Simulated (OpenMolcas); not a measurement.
Multiconfigurational calculation on Ti+

Input:

```
&GATEWAY
Coord
1

Ti 0.0 0.0 0.0
Basis=ANO-RCC-VQZP
Group=XYZ
NoMove
AngMom=0.0 0.0 0.0
AMFI
&SEWARD
Relativistic=R04O02
&RASSCF
FileOrb=start.orb
Symmetry=1
Spin=4
nActEl=3 0 0
Inactive=3 6
Ras2=6 0
CIRoot=20 20 1
SDav=20
CIMx=300
Iter=120 100
PrWF=0.3
OrbListing=Nothing
MaxOrb=0
Atom
>>> COPY $Project.JobIph JOB001
&RASSCF
FileOrb=start.orb
Symmetry=1
Spin=2
nActEl=3 0 0
Inactive=3 6
Ras2=6 0
CIRoot=70 70 1
SDav=70
CIMx=300
Iter=120 100
PrWF=0.3
OrbListing=Nothing
MaxOrb=0
Atom
CIOnly
>>> COPY $Project.JobIph JOB002
&RASSI
NrOfJobIphs=2 20 52
1 2 3 4 5 6 7 8 9 10 11 12 13 14 15 16 17 18 19 20
1 2 3 4 5 6 7 8 9 10 11 12 13 14 15 16 17 18 19 20 21 22 23 24 25 26 27
28 29 30 31 32 33 34 35 36 37 38 39 40 41 42 43 44 45 46 47 48 49 50 51
52
IphNames
JOB001
JOB002
EJob
SpinOrbit
DIPRint=1.0
SOCoupling=1000.0
Subsets=2
MEES
Property=10
'ANGMOM' 1 'ANGMOM' 2 'ANGMOM' 3 'MLTPL  1' 1 'MLTPL  1' 2 'MLTPL  1' 3
'AMFI' 1 'AMFI' 2 'AMFI' 3 'MLTPL  2' 6
SOProperty=3
'ANGMOM' 1 'ANGMOM' 2 'ANGMOM' 3
```

Launched by
```bash
OMP_NUM_THREADS=1 MOLCAS_MEM=2252 MOLCAS_PROJECT=a pymolcas a.inp > a.log  # once for each step of the input, in one work folder
```

A driver script runs the steps one by one and writes start.orb anew before each from the orbitals found so far, so a CI-only block uses the converged orbitals of the first block.

Output, cut to the results:

```
--- SEWARD ---
Basis set label: TI.ANO-RCC...7S6P4D3F2G1H.

      Electronic valence basis set:
      ------------------
      Associated Effective Charge  22.000000 au
      Associated Actual Charge     22.000000 au
      Nuclear Model: Point charge

      Shell  nPrim  nBasis  Cartesian Spherical Contaminant
         s      21       7        X
         p      15       6        X
         d      10       4                 X
         f       6       3                 X
         g       4       2                 X
         h       2       1                 X
Relativistic=R04O02
                  Relativistic Douglas-Kroll-Hess integrals:
                    - DKH order of Hamiltonian: 4
                    - DKH order of Properties : 2
--- RASSCF ---
Wave function specifications:
      -----------------------------

      Number of closed shell electrons          18
      Number of electrons in active shells       3
      Max number of holes in RAS1 space          0
      Max nr of electrons in RAS3 space          0
      Number of inactive orbitals                9
      Number of active orbitals                  6
      Number of secondary orbitals              80
      Spin quantum number                      1.5
      State symmetry                             1
Orbital specifications:
      -----------------------

      Symmetry species                           1   2
                                                ag  au
      Frozen orbitals                            0   0
      Inactive orbitals                          3   6
      Active orbitals                            6   0
      RAS1 orbitals                              0   0
      RAS2 orbitals                              6   0
      RAS3 orbitals                              0   0
      Secondary orbitals                        36  44
      Deleted orbitals                           0   0
      Number of basis functions                 45  50
      Number of CSFs                            20
      Number of root(s) required                20
      Iter CI   SX   CI       RASSCF       Energy    max ROT     max BLB   max BLB  Level Ln srch  Step   QN
          iter iter root      energy       change     param      element    value   shift minimum  type update
 Nr of preliminary CI iterations:   1
        1   1    3    0  -852.51168748    0.00E+00  -3.78E-07    6   8 2 -9.34E-07   0.05   0.00    SX    NO
        2   1    2    0  -852.51168748   -3.18E-12   9.87E-08    6  11 2  3.39E-07   0.05   0.00    SX    NO
        3   1    2    0  -852.51168748    5.68E-13   8.37E-08    6  11 2  1.10E-07   0.05   0.00    SX    NO
        4   1    2    0  -852.51168748   -6.82E-13  -4.22E-08    9  11 1 -5.88E-08   0.05   0.00    SX    NO
      Convergence after  4 iterations
        5   1    2    0  -852.51168748    2.27E-13  -4.22E-08    9  12 1 -4.40E-08   0.05   0.00    SX    NO
      Natural orbitals and occupation numbers for root  1
      sym 1:  -0.000000   0.776082   0.776082   0.223918   0.223918   1.000000
      Natural orbitals and occupation numbers for root  2
      sym 1:   0.926019  -0.000000   0.926019   0.073981   0.073981   1.000000
      Natural orbitals and occupation numbers for root  3
      sym 1:   0.847533   0.152467  -0.000000   0.847533   0.152467   1.000000
::    RASSCF root number  1 Total energy:   -852.53674380
::    RASSCF root number  2 Total energy:   -852.53674380
::    RASSCF root number  3 Total energy:   -852.53674380
::    RASSCF root number  4 Total energy:   -852.53674380
::    RASSCF root number  5 Total energy:   -852.53674380
::    RASSCF root number  6 Total energy:   -852.53674380
::    RASSCF root number  7 Total energy:   -852.53674380
::    RASSCF root number  8 Total energy:   -852.51891393
::    RASSCF root number  9 Total energy:   -852.51891393
::    RASSCF root number 10 Total energy:   -852.51891393
::    RASSCF root number 11 Total energy:   -852.51891393
::    RASSCF root number 12 Total energy:   -852.51891393
::    RASSCF root number 13 Total energy:   -852.51891393
::    RASSCF root number 14 Total energy:   -852.51891393
::    RASSCF root number 15 Total energy:   -852.48293919
::    RASSCF root number 16 Total energy:   -852.48293919
::    RASSCF root number 17 Total energy:   -852.48293919
::    RASSCF root number 18 Total energy:   -852.46510932
::    RASSCF root number 19 Total energy:   -852.46510932
::    RASSCF root number 20 Total energy:   -852.46510932
--- RASSCF ---
...
--- RASSI ---
SPIN-FREE ENERGIES:
  (Shifted by EMIN (a.u.) =       -852.5367437954)

 SF State       Relative EMIN(au)   Rel lowest level(eV)    D:o, cm**(-1)      L_eff

     1             0.0000000000        0.0000000000              0.0000         3.0
     2             0.0000000000        0.0000000000              0.0000         3.0
     3             0.0000000000        0.0000000000              0.0000         3.0
     4             0.0000000000        0.0000000000              0.0000         3.0
     5             0.0000000000        0.0000000000              0.0000         3.0
     6             0.0000000000        0.0000000000              0.0000         3.0
     7             0.0000000000        0.0000000000              0.0000         3.0
     8             0.0178298641        0.4851753196           3913.2029         3.0
     9             0.0178298641        0.4851753196           3913.2029         3.0
    10             0.0178298641        0.4851753196           3913.2029         3.0
    11             0.0178298641        0.4851753196           3913.2029         3.0
    12             0.0178298641        0.4851753196           3913.2029         3.0
    13             0.0178298641        0.4851753196           3913.2029         3.0
    14             0.0178298641        0.4851753196           3913.2029         3.0
    21             0.0353645460        0.9623183213           7761.6207         3.0
    22             0.0353645460        0.9623183213           7761.6207         3.0
    23             0.0353645460        0.9623183213           7761.6207         3.0
    24             0.0353645460        0.9623183213           7761.6207         3.0
    25             0.0353645460        0.9623183213           7761.6207         3.0
    26             0.0353645460        0.9623183213           7761.6207         3.0
    27             0.0353645460        0.9623183213           7761.6207         3.0
...
```

Levels above the lowest, from the spin-orbit matrix, grouped by J:

| Configuration | Term | J | E (cm⁻¹) | Measured (cm⁻¹) | Term weight % |
| --- | --- | --- | --- | --- | --- |
| 3d² 4s | ⁴F | 3/2 | 0.0 | 0.0 | 100 |
| 3d² 4s | ⁴F | 5/2 | 89.9 | 94.1 | 100 |
| 3d² 4s | ⁴F | 7/2 | 216 | 226 | 100 |
| 3d² 4s | ⁴F | 9/2 | 377 | 393 | 100 |
| 3d³ | ⁴F | 3/2 | 3912 | 908 | 100 |
| 3d³ | ⁴F | 5/2 | 4004 | 984 | 100 |
| 3d³ | ⁴F | 7/2 | 4130 | 1087 | 100 |
| 3d³ | ⁴F | 9/2 | 4289 | 1216 | 100 |
| 3d² 4s | ²F | 5/2 | 7835 | 4629 | 100 |
| 3d² 4s | ²F | 7/2 | 8085 | 4898 | 100 |
| 3d² 4s | ²D | 5/2 | 11620 | 8744 | 90 |
| 3d² 4s | ²D | 3/2 | 11635 | 8710 | 97 |
| 3d² 4s | ⁴P | 1/2 | 11936 | 9873 | 100 |
| 3d² 4s | ⁴P | 3/2 | 12000 | 9931 | 97 |
| 3d² 4s | ⁴P | 5/2 | 12128 | 10025 | 90 |
| 3d³ | ²G | 7/2 | 14753 | 8998 | 100 |
| 3d³ | ²G | 9/2 | 14859 | 9118 | 100 |
| 3d³ | ²P | 1/2 | 15094 | 9851 | 98 |
| 3d³ | ²P | 3/2 | 15185 |  | 96 |
| 3d³ | ⁴P | 1/2 | 15861 | 9364 | 98 |
| 3d³ | ⁴P | 3/2 | 15933 |  | 96 |
| 3d³ | ⁴P | 5/2 | 15992 | 9518 | 100 |
| 3d² 4s | ²G | 7/2 | 19184 | 15266 | 100 |
| 3d² 4s | ²G | 9/2 | 19207 | 15257 | 98 |

Against the 21 measured excited levels shown (NIST Handbook of Basic Atomic Spectroscopic Data) the mean absolute deviation is 3200 cm-1; the largest miss in energy is 3d³ ⁴P_1/2: computed 15861, measured 9364 cm⁻¹ (+69.4 %), and the largest in proportion 3d³ ⁴F_3/2 (+330.9 %). Levels of one J stand in another order than measured, so their pairing by name is doubtful.

Without dynamic correlation excited terms often stand tens of per cent too high (terms of higher spin than the ground term too low), and those without a measured partner can miss by more than the paired ones. Some levels mix across a computed gap that differs much from the measured one, so their mixing is not that of the real levels. Terms from blocks run as CI alone lack orbitals of their own. Configurations are named by rounded mean occupations; where the s occupation lies near a half they are strongly mixed, a name can repeat and a true partner stay unpaired. A single d shell beside an s shell can misplace configurations of different d count against each other. No level of 3d 4s² was computed, though it lies in the active space. Measured partners are found by configuration, term and J. A level has none where our copy of the source lacks it or the pairing is in doubt (some pairs that miss far off the trend of their configuration count as doubtful), and it then counts in no deviation. Only configurations of the active space appear. The first state left out of the spin-orbit step lies near 32000 cm-1 above the lowest spin-free state of the reference (among the parities and spins computed), and the list stops at four fifths of that energy or lower. The table shows the lowest 24 of 30 levels.

The term weight is that of the spin-free term in the level, not the purity of its configuration.
